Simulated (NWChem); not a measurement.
# SnNH₃Cl₂; SMILES [NH2][SnH]([Cl])[Cl]

```xyz
7

Sn     0.3305    -0.3814     0.0227
N      2.0885     0.6171     0.0371
Cl    -1.0336     0.7346     1.5682
Cl    -0.6700    -0.2186    -2.1004
H      0.4221    -2.0277     0.4352
H      2.4657     0.7485    -0.9011
H      1.9714     1.5407     0.4539
```
Atoms are numbered in this order, from 1.

Level: PBE0/def2-SVP with def2 effective core potentials on Sn (NWChem), optimised geometry, unscaled harmonic frequencies. def2 effective core potentials on Sn; no spin-orbit coupling.

### Question
List the harmonic frequencies with IR intensities, and the thermochemistry.

### Answer
```json
[
 {"frequency (cm⁻¹)": "35", "IR intensity (km/mol)": "25.5"},
 {"frequency (cm⁻¹)": "112", "IR intensity (km/mol)": "3.0"},
 {"frequency (cm⁻¹)": "148", "IR intensity (km/mol)": "5.3"},
 {"frequency (cm⁻¹)": "159", "IR intensity (km/mol)": "14.4"},
 {"frequency (cm⁻¹)": "372", "IR intensity (km/mol)": "28.5"},
 {"frequency (cm⁻¹)": "389", "IR intensity (km/mol)": "76.8"},
 {"frequency (cm⁻¹)": "558", "IR intensity (km/mol)": "52.7"},
 {"frequency (cm⁻¹)": "567", "IR intensity (km/mol)": "175.4"},
 {"frequency (cm⁻¹)": "587", "IR intensity (km/mol)": "42.3"},
 {"frequency (cm⁻¹)": "672", "IR intensity (km/mol)": "62.4"},
 {"frequency (cm⁻¹)": "869", "IR intensity (km/mol)": "32.1"},
 {"frequency (cm⁻¹)": "1535", "IR intensity (km/mol)": "15.9"},
 {"frequency (cm⁻¹)": "1991", "IR intensity (km/mol)": "88.7"},
 {"frequency (cm⁻¹)": "3542", "IR intensity (km/mol)": "28.5"},
 {"frequency (cm⁻¹)": "3644", "IR intensity (km/mol)": "30.6"}
]
```

```yaml
zero_point_energy: 21.7 kcal/mol
thermal correction to the enthalpy at 298.15 K (with zero-point energy): 26.7 kcal/mol
heat capacity Cv: 21.5 cal/(mol K)
entropy at 298.15 K and 1 atm (symmetry number 1): 88.2 cal/(mol K)
```

Rigid rotor and harmonic oscillator; modes under 100 cm⁻¹ make the entropy uncertain.
